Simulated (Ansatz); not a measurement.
**Ligand exchange: CHBrI2 + BH2I → CHI3 + BH2Br**

Species: CHBrI2 (bromodiiodomethane) `BrC(I)I`, singlet; BH2I `BI`, singlet; CHI3 (iodoform) `IC(I)I`, singlet; BH2Br `BBr`, singlet. The partners trade Br for I: C–Br and B–I bonds give way to C–I and B–Br.

Shapes, held fixed at every level: PBE0-D4/def2-TZVP. Programs: Ansatz 0.2.0. The zero-point and thermal change to 298 K, harmonic and unscaled (PBE0-D4/def2-TZVP), is +0.4 kJ/mol.

(1) Estimate ΔH(298 K) of this reaction.

Results:

(1) The highest level, CCSD(T)/def2-TZVPP, gives ΔH(298 K) = -24.4 kJ/mol; the levels span -25.3 to -20.2. The column of differences is taken from that level and isn't an error. No measured value is set beside it here. For atoms past krypton def2 sets carry core potentials with scalar relativity. Relativity is left out for Br unless named. Correlated rows may include outer-core shells of Br, I, which these sets cover unevenly. Times are processor times on shared x86 and Arm servers, and rough.

```
                level                    kind  ΔH(298 K) (kJ/mol)  less CCSD(T)/def2-TZVPP  CPU time (sum over the molecules)
     SPW92/def2-TZVPP                     LDA               -20.2                     +4.2                               17 s
    PBE-D4/def2-TZVPP                     GGA               -22.0                     +2.4                               30 s
 r2SCAN-D4/def2-TZVPP                meta-GGA               -22.5                     +1.9                               68 s
r2SCAN0-D4/def2-TZVPP           global hybrid               -22.8                     +1.6                               71 s
   wB97M-V/def2-TZVPP  range-separated hybrid               -25.3                     -0.9                            2.5 min
   wB97X-V/def2-TZVPP  range-separated hybrid               -24.3                     +0.1                              100 s
     CCSD(T)/def2-SVP   coupled cluster or CI               -24.6                     -0.2                               98 s
   CCSD(T)/def2-TZVPP   coupled cluster or CI               -24.4                      0.0                             37 min
```
